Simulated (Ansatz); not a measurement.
Si2Pt5⁻, relaxed as a doublet with UKS r2SCAN-D4/def2-SVPD in Ansatz, starting from the GFN1-xTB geometry. Force threshold 0.02 eV/Å.

In the def2 sets Pt takes a core potential; there is no spin–orbit coupling. The charge -1 doublet is spin-contaminated (final ⟨S²⟩ up to 0.83, 0.75 for a pure state). The relaxation made no stability test and no search for a lower SCF solution. No other spin state of charge -1 was run. The structure comes from a short search, and lower isomers may exist.

Start:

```xyz
7

Pt   -0.9184   -1.4523    0.1031
Pt   -1.0506    1.0145    0.3888
Pt    0.8378   -2.8804   -0.5248
Pt    1.3423   -0.5553   -0.4171
Pt   -2.9198   -0.4139    0.7616
Si    0.4452    2.7398    0.1492
Si    2.2634    1.5478   -0.4607
```

Q: Estimate the energy that the relaxation releases and the steps that it takes.

A: 40.9 kcal/mol, in 36 steps; 17 min on 4 threads of Arm Neoverse V2 on a shared host. The force fell under the threshold at step 7, but the optimiser went on and released 0.221 eV more. No frequencies were taken in this run, so the end may be a saddle point.

Q: Does the start keep its bonding?

A: Bonds lost: Pt1–Pt4 (atoms count from 1). Bonds formed: Pt4–Si6 (atoms count from 1).

Q: Predict the relaxed structure.

A: 
Cartesian coordinates in Å:
```
Pt -1.427 -1.942 0.448
Pt -0.890 0.527 0.446
Pt 0.712 -2.270 -0.774
Pt 1.615 -0.033 -0.034
Pt -3.281 -0.260 0.678
Si 0.523 2.165 -0.083
Si 2.748 1.813 -0.681
```
Bond lengths (bridged metal pairs left out): 6 × Pt–Pt 2.49 to 2.61 Å; 3 × Pt–Si 2.23 to 2.45 Å; 1 × Si–Si 2.33 Å.
